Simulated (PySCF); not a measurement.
# How the method changes the shape and vibrations of H3NSi

Calculated results; nothing here was measured. The program is PySCF 2.14.0, an open-source quantum chemistry code, run on an isolated molecule that a program drew, which may never have been made. The molecule is H3NSi (charge 0, singlet), drawn as the SMILES string `N[SiH]`.

The geometry was optimised and harmonic frequencies were computed with HF and MP2, all in the cc-pV(D+d)Z basis, for the commonest isotopes, with a restricted reference for singlets and an unrestricted one otherwise, and a frozen core in MP2. Each result is a local minimum of its method.

Geometry at the HF minimum:
```xyz
5
H3NSi, angstrom
N    -2.0769   -1.2449   -0.2468
Si   -0.8870   -1.1243   -1.4572
H    -2.1507   -0.6738    0.5737
H    -2.8083   -1.9296   -0.2892
H    -0.1384    0.0371   -0.8201
```

Lengths of the bonds as drawn, in Å (atoms numbered as above):
| bond | HF | MP2 |
|---|---|---|
| N1-Si2 | 1.702 | 1.719 |
| N1-H3 | 1.002 | 1.018 |
| N1-H4 | 1.003 | 1.018 |
| Si2-H5 | 1.522 | 1.524 |

Rotational constants, in GHz:
```
constant     HF    MP2
       A  140.5  137.9
       B  15.21  14.93
       C  13.72  13.47
```

Harmonic frequencies in cm^-1, each column in rising order, so a row needn't be the same motion in every method:
| rank | HF | MP2 |
|---|---|---|
| 1 | 588 | 560 |
| 2 | 740 | 688 |
| 3 | 770 | 786 |
| 4 | 902 | 867 |
| 5 | 1032 | 973 |
| 6 | 1699 | ? |
| 7 | 2102 | 2077 |
| 8 | 3775 | 3583 |
| 9 | 3873 | 3697 |

**Estimate the missing MP2 frequency from the HF column.**

A single factor s that minimises the squared misfit of MP2 against s times HF over the other rows is sum(HF x MP2) / sum(HF^2) = 0.9570, with an rms misfit of 32 cm^-1. For rank 6 it gives 0.9570 x 1699 = 1626 cm^-1. The calculation gives 1570 cm^-1, 56 cm^-1 below the estimate. The drawn bonds are on average 1.1 % longer in MP2 than in HF.
